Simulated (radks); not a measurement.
Results of a calculation; reference values are marked as such.
Coulomb parameter of the 3d shell of the iron ion Fe3+ in the model configuration [Ar] 3d3.5 4p1.5, as a second difference U = [E(n + 1) + E(n - 1) - 2 E(n)] / (1)^2 with all orbitals relaxed. "Bare": the charge of the atom changes with n. "Screened": the 4p shell takes up the change at fixed total charge, which measures U(3d,3d) + U(4p,4p) - 2 U(3d,4p). Level of theory: Dirac Kohn-Sham, PBEsol, spin-unpolarised, spherical densities, point nucleus; open shells are shared between the two j in proportion to 2j + 1 (a radial shooting solver on a logarithmic mesh with Libxc functionals).

case	configuration	E - E(n) (eV)
start	[Ar] 3d3.5 4p1.5	0.000
bare +1	[Ar] 3d4.5 4p1.5	-46.481
bare -1	[Ar] 3d2.5 4p1.5	66.884
screened +1	[Ar] 3d4.5 4p0.5	-24.860
screened -1	[Ar] 3d2.5 4p2.5	31.248

U(bare) = 20.404 eV, U(screened by 4p) = 6.388 eV.
